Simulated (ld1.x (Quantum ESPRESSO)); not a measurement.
# Ga (Z = 31), PAW: configuration errors across variants

```
Element                 : gallium (Ga)
Generator               : ld1.x (Quantum ESPRESSO) 7.5
Type                    : PAW
Functional              : PBEsol
Relativity              : scalar-relativistic
Frozen core             : [Ar]
Valence charge          : 13
Reference configuration : 3d10 4s2 4p1
Partial waves           : 4s (bound): rcut 1.75, rcutus 2.30 bohr; 4s channel at -0.2 Ry: rcut 1.75, rcutus 2.30 bohr; 4p (bound): rcut 2.50, rcutus 3.20 bohr; 4p channel at 1.3 Ry: rcut 2.50, rcutus 3.20 bohr; 3d (bound): rcut 0.75, rcutus 0.80 bohr; 3d channel at 0.85 Ry: rcut 0.75, rcutus 0.80 bohr
Local potential         : all-electron potential smoothed inside 1.10 bohr (lloc = -2)
Core correction         : Bessel-smoothed model core inside 0.70 bohr
Augmentation charge     : BESSEL, radius 0.65 bohr
```

All-electron excitation energies from the reference (eV): (1) 3d10 4s2 4p0 5.679; (2) 3d10 4s1 4p0 26.815; (3) 3d10 4s0 4p0 57.936; (4) 3d10 4s2 4p1.3 -0.531; (5) 3d10 4s1 4p2 6.551; (6) 3d10 4s2 4p0.5 2.027; (7) 3d9 4s0 4p0 121.781.

The overlap operator is not positive definite (basis up to 400 Ry) in “base”, “waves 4s (bound): rcut 1.75, rcutus 3.46 bohr; 4s channel at -0.2 Ry: rcut 1.75, rcutus 3.46 bohr”, “augmentation BESSEL, radius 0.70 bohr”. Such files are unfit for use, however small their errors in these radial tests.

3 further variants failed, have other tests or another functional or relativity, and are left out.

Errors AE − PS in meV (a dash: test not solved or not reliable):

| change | (1) | (2) | (3) | (4) | (5) | (6) | (7) | bound ghosts |
| --- | --- | --- | --- | --- | --- | --- | --- | --- |
| base | +3.8 | +132 | +459 | +0.2 | +25 | +0.2 | -181 | not determined (overlap not positive) |
| waves 4s (bound): rcut 1.75, rcutus 3.46 bohr; 4s channel at -0.2 Ry: rcut 1.75, rcutus 3.46 bohr | -15 | -8.2 | +956 | -0.6 | -33 | -3.1 | +34 | not determined (overlap not positive) |
| local potential all-electron potential smoothed inside 3.18 bohr (lloc = -2) | -0.9 | +2.3 | -24 | +0.1 | +3.6 | -0.2 | -446 | none |
| augmentation BESSEL, radius 0.70 bohr | +3.8 | +128 | +454 | +0.2 | +22 | +0.1 | -185 | not determined (overlap not positive) |
| all radii but the core radius scaled by about 1.26 (s 2.90, p 4.04, d 1.00 bohr, rcut 2.20/3.16/0.94); local potential all-electron potential smoothed inside 1.38 bohr (lloc = -2); augmentation BESSEL, radius 0.82 bohr | +45 | +3.2 | +147 | +0.9 | +567 | +5.7 | -357 | none |

**Question.** Give the same row for: waves 4p (bound): rcut 2.50, rcutus 4.90 bohr; 4p channel at 1.3 Ry: rcut 2.50, rcutus 4.90 bohr.

**Answer.** –, –, –, –, –, –, –; bound ghosts: none.
